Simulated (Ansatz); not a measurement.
Gas-phase electronic energies from Ansatz, PBE0-D4/def2-TZVP geometries. CCSD(T)/CBS is the MP2 limit (def2-TZVPP, def2-QZVPP) plus CCSD(T) − MP2 in def2-TZVPP, frozen cores. DFT in def2-TZVPP. One conformer a species, not always the lowest.

Reaction (ligand exchange at the Si–C bond): `F[C@@H]([SiH3])[C@@H](F)Cl` + `CB(C)O` → `CB(C)O[SiH3]` + `FCC(F)Cl`

```
             level  ΔE (eV)
            B2PLYP    -1.17
            r2SCAN    -1.10
SCS-MP2/def2-TZVPP    -1.21
     HF/def2-QZVPP    -1.43
```

What does CCSD(T)/CBS give? (An estimate is asked.)

Ansatz gave: -1.14 eV. The listed levels differ from it by -0.03, 0.04, -0.07, -0.29 eV.

Largest T1 diagnostic among the species: 0.012.

From PBE to PBE0 (25 % exact exchange), in def2-TZVPP and without D4, ΔE moves by −0.09 eV. In def2-TZVPP, CCSD(T) changes the Hartree–Fock value by +0.27 eV (the triples alone add +0.04 eV) and MP2 by +0.24 eV.
